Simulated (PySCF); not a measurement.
Structure problem from calculated spectra and properties.

Formula: C4H5ClO3.

| Property | Result |
| --- | --- |
| Dipole | 1.60 D [PBE0/pcSseg-1] |
| 1H NMR | chemical shifts (computed TMS as zero) by class: 8.14 (1 H), 5.90 (2 H), 4.71 (1 H), 4.53 (1 H) ppm [GIAO PBE0/pcSseg-1] |
| Rotational structure | rotational constants A, B, C: 3.539, 0.888, 0.815 GHz [GFN2-xTB] |
| 13C NMR | chemical shifts (computed TMS as zero) by class: 164.9 (1 C), 154.4 (1 C), 93.5 (1 C), 86.3 (1 C) ppm [GIAO PBE0/pcSseg-1] |
| NMR, other nuclei | isotropic shieldings of nuclei other than C and H, by class: -113 (1 O), 112 (1 O), 186 (1 O), 705 (1 Cl) ppm [GIAO PBE0/pcSseg-1] |

The electronic properties come from PySCF, for the isolated species, density fitting. Levels stand in brackets. One conformer (not necessarily the lowest) at the GFN2-xTB geometry, without solvent, vibrations or thermal averaging. NMR values are class means; diastereotopic atoms form classes of their own.

Problem. Propose a structure and show how it fits.

Solution. Numbering: `[CH2:1]=[C:2]([Cl:3])[O:4][CH2:5][O:6][CH:7]=[O:8]`. Its formula, C4H5ClO3, gives 2 degrees of unsaturation: 0 rings and 2 π bonds in the structure found. 4 carbons fall into 4 classes; from least to most shielded: ester carbonyl carbon [C7] (164.9 ppm), vinylic C–Cl carbon [C2] (154.4 ppm), terminal =CH2 carbon [C1] (93.5 ppm), sp3 carbon bearing two oxygens [C5] (86.3 ppm). Hydrogen classes from least to most shielded: 1 H on an ester carbonyl carbon, C7 (8.14 ppm), 2 H on an sp3 carbon bearing two oxygens, C5 (5.90 ppm, a mean of values up to 1.1 ppm apart in this geometry), 1 H on a terminal =CH2 carbon, C1 (4.71 ppm), 1 H on a terminal =CH2 carbon, C1 (4.53 ppm). The other shieldings belong to: -113 ppm, ester carbonyl oxygen [O8]; 112 ppm, ester single-bonded oxygen [O6]; 186 ppm, ether oxygen [O4]; 705 ppm, vinyl chlorine [Cl3]. The optimised geometry has point group C1 and is an asymmetric top. Structure: `C=C(Cl)OCOC=O`. The assignments are read from this structure; whether some other isomer fits the data as well wasn't checked.

Shape of the structure used: `[CH2:1]=[C:2]([Cl:3])[O:4][CH2:5][O:6][CH:7]=[O:8]`: C1–C2–O4–C5 -171°, C2–O4–C5–O6 178°, O4–C5–O6–C7 -85°, C5–O6–C7–O8 -4°.
